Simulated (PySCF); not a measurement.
# Stretching one bond of FHOSi

These are calculations, not measurements. They come from PySCF 2.14.0, an open-source quantum chemistry program, on an isolated molecule that a program drew, which may never have been made. The molecule is FHOSi (charge 0, singlet), drawn as the SMILES string `O[Si]F`.

The structure below is the HF double-zeta minimum with every atom moved a little at random, so it isn't optimised. Bond Si2-F3 is then set to each length in the table by shifting atom 3 along it, with nothing else relaxed.
```xyz
4
FHOSi, angstrom
O    -1.8211    0.7498   -1.3449
Si   -1.3161    1.9734   -2.3218
F     0.2832    1.5023   -2.3287
H    -2.7038    0.6391   -1.1311
```

E is the energy above the same method's energy at the HF double-zeta minimum. IE is the energy to remove one electron at fixed geometry, to the doublet state of charge +1, as a difference of total energies. The basis family is cc-pV(n+d)Z, with UHF for radicals and no spin-orbit coupling. Best is HF at quadruple zeta, plus MP2 correlation extrapolated from triple and quadruple zeta, plus CCSD(T) minus MP2 at triple zeta, with a frozen core. The other columns are at triple zeta.

| bond (Å) | E MP2 (kcal/mol) | E wB97X (kcal/mol) | E CCSD(T) (kcal/mol) | E best (kcal/mol) | IE MP2 (eV) | IE wB97X (eV) | IE CCSD(T) (eV) | IE best (eV) | T1 |
|---|---|---|---|---|---|---|---|---|---|
| 1.5703 | 2.40 | 2.18 | 2.25 | 2.00 | 9.976 | 10.183 | 10.158 | 10.351 | 0.014 |
| 1.5813 | 2.11 | 1.90 | 1.99 | 1.75 | 10.000 | 10.206 | 10.181 | 10.374 | 0.014 |
| 1.6673 | 2.89 | 2.69 | 2.94 | 2.78 | 10.180 | 10.377 | 10.351 | 10.551 | 0.015 |
| 1.7513 | ? | ? | ? | ? | ? | ? | ? | ? | ? |
| 1.8023 | 11.20 | 10.85 | 11.47 | 11.28 | 10.457 | 10.620 | 10.592 | 10.805 | 0.016 |

T1 is the CCSD diagnostic of the starting molecule.

**Estimate the best E and IE at 1.7513 Å from the other rows.**

A cubic in the inverse of the bond length through the other values of E best gives 7.40 kcal/mol there. A least-squares quadratic in the bond length through IE best gives 10.712 eV. The calculation gives 7.40 kcal/mol and 10.713 eV, so the fits miss by 0.00 kcal/mol and 0.001 eV. The same recipe one zeta lower moves these two values by 0.49 kcal/mol and 0.10 eV, a gauge of their own error. The rest of the row: E is 7.36 (MP2), 7.08 (wB97X), 7.55 (CCSD(T)); IE is 10.352 (MP2), 10.533 (wB97X), 10.506 (CCSD(T)); T1 is 0.016.
